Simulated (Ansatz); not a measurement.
antimony atom (Sb), quartet (all electrons, no relativity); PBE/STO-3G (Ansatz, an electronic-structure program).

Ansatz was given this input:
Ansatz 0.2 input:
```yaml
crystal:
  periodic: [false, false, false]
  atoms:
    - {symbol: Sb, position_ang: [0.00000000, 0.00000000, 0.00000000]}
basis:
  gaussian:
    orbitals: STO-3G
hamiltonian:
  xc: pbe
magnetization: {spin_polarized: true, initial_magnetization: 3}
```

Task: Predict the main parts of the log of this Ansatz run.

Result: 
```
Functional definition: PBE
299 factors; their error is unknown
mean field evaluation 1: about -170145.7929 eV, gradient 5.3e-2 eV
mean field evaluation 2: about -170145.7801 eV, gradient 5.0e-2 eV
mean field evaluation 4: about -170145.7801 eV, gradient 9.9e-4 eV
mean field -170145.78007276 eV, -6252.7420887221 hartree, gradient 1.4e-6 eV, S^2 3.750000; 0 other end points of the search recorded, 0 dependent functions left out
reference -170145.78008799 eV, -6252.7420892816 hartree; 27, 24 occupied and 0, 3 virtual orbitals, 299 factors
Total energy: -170145.78008799 eV, -6252.7420892816 hartree
```
